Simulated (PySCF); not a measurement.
A species of formula C6H15N has this rotational fingerprint, computed with PBE0-D3(BJ)/def2-SVP geometry optimisation, gas phase in PySCF:

* Rotational constants: A = 3739, B = 1781, C = 1315 MHz
* Dipole components: |μa| = 0.46 D, |μb| = 0.77 D, |μc| = 0.33 D
* Inertial defect: -34.48 u·Å²
* κ: -0.62

Question: Which candidate fits, each taken in the one conformer that was computed?
A. `[CH3:1][C:2]([CH3:3])([CH3:4])[CH2:5][CH2:6][NH2:7]` with C2–C5–C6–N7 180°, C5–C6–N7–H -58° and 58° (3,3-dimethylbutylamine)
B. `[CH3:1][CH:2]([CH3:3])[C@H:4]([CH3:5])[CH2:6][NH2:7]` with C1–C2–C4–C5 -71°, C2–C4–C6–N7 -57°, C4–C6–N7–H -70° and 172°
C. `[CH3:1][NH:2][C@H:3]([CH3:4])[CH:5]([CH3:6])[CH3:7]` with C1–N2–C3–C4 -71°, N2–C3–C5–C6 177° (methyl-1,2-dimethylpropylamine)

Answer: C. It is CN[C@H](C)C(C)C, an asymmetric top, point group C1. The candidates at the same level (rigid rotor, commonest isotopes):

```
         SMILES  A (MHz)  B (MHz)  C (MHz)  μa (D)  μb (D)  μc (D)  Δ (u·Å²)  point group                        rotor
    CC(C)(C)CCN     4106     1404     1390    0.82    0.98    0.00   -119.39           Cs  near-prolate asymmetric top
CN[C@H](C)C(C)C     3739     1781     1315    0.46    0.77    0.33    -34.48           C1               asymmetric top
CC(C)[C@H](C)CN     3085     1814     1573    1.31    0.53    0.27   -121.07           C1               asymmetric top
```

`CC(C)[C@H](C)CN` has C 20 % too high; `CC(C)(C)CCN` has B 21 % too low. No structure here is proved a minimum.
